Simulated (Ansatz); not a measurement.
`C[Si](N)(F)Cl` + H–F → `C[Si](F)(F)Cl` + NH₃ at 600 K and 1 bar (ligand exchange at the Si–N bond).

Calculated with Ansatz (gas phase, PBE0-D4/def2-TZVP geometries, no zero-point term in ΔE). CBS: MP2 limit from def2 TZ/QZ plus the TZ coupled-cluster correction, frozen cores. This one scheme is used for every species. One conformer a species, not always the lowest.

```json
{"species": "`C[Si](N)(F)Cl`", "CCSD(T)/CBS energy (Eh)": "-944.59780", "H − E (kJ/mol)": "242.5", "S (J/(mol·K))": "447.2"}
{"species": "H–F", "CCSD(T)/CBS energy (Eh)": "-100.39570", "H − E (kJ/mol)": "42.3", "S (J/(mol·K))": "194.0"}
{"species": "`C[Si](F)(F)Cl`", "CCSD(T)/CBS energy (Eh)": "-988.51588", "H − E (kJ/mol)": "172.4", "S (J/(mol·K))": "415.4"}
{"species": "NH₃", "CCSD(T)/CBS energy (Eh)": "-56.50880", "H − E (kJ/mol)": "112.4", "S (J/(mol·K))": "219.5"}
```

H − E and S are ideal-gas, rigid-rotor, harmonic terms from PBE0-D4/def2-TZVP, for one conformer and one mirror image of each species. 1 Eh = 2625.50 kJ/mol, R = 8.31446 J/(mol·K).

Question: By hand: ΔE, ΔH, ΔS and ΔG.

Answer: ΔE = (-988.51588) + (-56.50880) − (-944.59780) − (-100.39570) = -0.03118 Eh = -81.9 kJ/mol. Δ(H − E) = 172.4 + 112.4 − 242.5 − 42.3 = 0.0, so ΔH = -81.9 kJ/mol. ΔS = 415.4 + 219.5 − 447.2 − 194.0 = -6.3 J/(mol·K). ΔG = -81.9 − 600 × (-6.3)/1000 = -78.1 kJ/mol.

Question: By hand: the equilibrium constant, and the temperature at which ΔG would vanish if ΔH and ΔS stayed fixed.

Answer: log₁₀ K = −ΔG/(RT ln 10) = 6.8. ΔG = 0 at ΔH/ΔS = 13000 K, far beyond where these terms or the molecules hold.

The number of gas molecules stays the same, so ΔS is small and ΔH decides. A doubt of 5 kJ/mol in ΔE shifts log₁₀ K by 0.4 here. Other conformers and mirror images would add mixing entropy, several J/(mol·K) or more a flexible species. These are equilibria of isolated gas molecules and say nothing of rates. Largest T1 diagnostic: 0.011 (customary marks: 0.02 for closed shells, 0.045 for open ones).
